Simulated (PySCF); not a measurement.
**Two-component Hartree-Fock for Eu⁺ (europium, charge +1)**

Start: [Xe] 4f6 6s1 6p1; 4f7/2 filled at m_j = -3/2, -1/2, +1/2, +3/2, +5/2, +7/2; 6s1/2 filled at m_j = +1/2; 6p3/2 filled at m_j = +3/2. Calculated with PySCF 2.14 in x2c-TZVPall-2c with one added diffuse shell each of s, p, d, f type (12s12p11d5f1g, 147 functions): generalised Hartree-Fock with the X2C-1e Hamiltonian and a Gaussian nucleus; spin-orbit coupling (SO) screened by Boettger's factors. This is a chosen level, not necessarily the ground level.

```json
{"spinor shell": "1s1/2", "electrons": "2", "ε, screened SO (eV)": "-48768.1", "weight of nominal j (screened SO)": "1.000", "rms radius, screened SO (bohr)": "0.0254"}
{"spinor shell": "2s1/2", "electrons": "2", "ε, screened SO (eV)": "-8140.3", "weight of nominal j (screened SO)": "1.000", "rms radius, screened SO (bohr)": "0.103"}
{"spinor shell": "2p1/2", "electrons": "2", "ε, screened SO (eV)": "-7707.3", "weight of nominal j (screened SO)": "1.000", "rms radius, screened SO (bohr)": "0.0881"}
{"spinor shell": "2p3/2", "electrons": "4", "ε, screened SO (eV)": "-7054.9", "weight of nominal j (screened SO)": "1.000", "rms radius, screened SO (bohr)": "0.0944"}
{"spinor shell": "3s1/2", "electrons": "2", "ε, screened SO (eV)": "-1854.8", "weight of nominal j (screened SO)": "1.000", "rms radius, screened SO (bohr)": "0.266"}
{"spinor shell": "3p1/2", "electrons": "2", "ε, screened SO (eV)": "-1667.0", "weight of nominal j (screened SO)": "1.000", "rms radius, screened SO (bohr)": "0.257"}
{"spinor shell": "3p3/2", "electrons": "4", "ε, screened SO (eV)": "-1531.0", "weight of nominal j (screened SO)": "1.000", "rms radius, screened SO (bohr)": "0.270"}
{"spinor shell": "3d3/2", "electrons": "4", "ε, screened SO (eV)": "-1209.6", "weight of nominal j (screened SO)": "0.995", "rms radius, screened SO (bohr)": "0.242"}
{"spinor shell": "4s1/2", "electrons": "2", "ε, screened SO (eV)": "-404.48", "weight of nominal j (screened SO)": "1.000", "rms radius, screened SO (bohr)": "0.601"}
{"spinor shell": "4p1/2", "electrons": "2", "ε, screened SO (eV)": "-330.51", "weight of nominal j (screened SO)": "0.974", "rms radius, screened SO (bohr)": "0.619"}
{"spinor shell": "4p3/2", "electrons": "4", "ε, screened SO (eV)": "-299.06", "weight of nominal j (screened SO)": "0.987", "rms radius, screened SO (bohr)": "0.646"}
{"spinor shell": "4d3/2", "electrons": "4", "ε, screened SO (eV)": "-176.05", "weight of nominal j (screened SO)": "0.718", "rms radius, screened SO (bohr)": "0.700"}
{"spinor shell": "4d5/2", "electrons": "6", "ε, screened SO (eV)": "-168.18", "weight of nominal j (screened SO)": "0.812", "rms radius, screened SO (bohr)": "0.706"}
{"spinor shell": "5s1/2", "electrons": "2", "ε, screened SO (eV)": "-68.815", "weight of nominal j (screened SO)": "1.000", "rms radius, screened SO (bohr)": "1.46"}
{"spinor shell": "5p1/2", "electrons": "2", "ε, screened SO (eV)": "-45.835", "weight of nominal j (screened SO)": "0.921", "rms radius, screened SO (bohr)": "1.62"}
{"spinor shell": "5p3/2", "electrons": "4", "ε, screened SO (eV)": "-40.849", "weight of nominal j (screened SO)": "0.961", "rms radius, screened SO (bohr)": "1.71"}
{"spinor shell": "4f7/2", "electrons": "6", "ε, screened SO (eV)": "-31.404", "weight of nominal j (screened SO)": "0.590", "rms radius, screened SO (bohr)": "0.947"}
{"spinor shell": "6s1/2", "electrons": "1", "ε, screened SO (eV)": "-13.632", "weight of nominal j (screened SO)": "0.926", "rms radius, screened SO (bohr)": "3.88"}
{"spinor shell": "6p3/2", "electrons": "1", "ε, screened SO (eV)": "-9.390", "weight of nominal j (screened SO)": "1.000", "rms radius, screened SO (bohr)": "4.75"}
```

(1) Where does 3d5/2 lie, and what is the 3d spin-orbit splitting (screened SO)?

```json
{"quantity": "E (hartree)", "screened SO": "-10842.94479"}
{"quantity": "M_J", "screened SO": "8"}
{"quantity": "⟨J²⟩", "screened SO": "72.431"}
{"quantity": "⟨L²⟩", "screened SO": "20.763"}
{"quantity": "⟨S²⟩", "screened SO": "19.867"}
```

The determinant has a definite M_J but mixes levels of different J.

Each row is a mean over spinors that exchange with the open shell spreads, by up to 17.793 eV (4d5/2).

Rows whose weight is well below 1 are mixtures of j = l ± 1/2: exchange outweighs spin-orbit coupling there, and the label is only the starting occupation.

Breit and QED terms are absent; they matter most for the inner s and p1/2 levels.

Densities and radii are taken from the X2C orbitals without a picture-change correction, which distorts them close to the nucleus.

Results:

(1) At -1180.2 eV, 29.401 eV above 3d3/2.
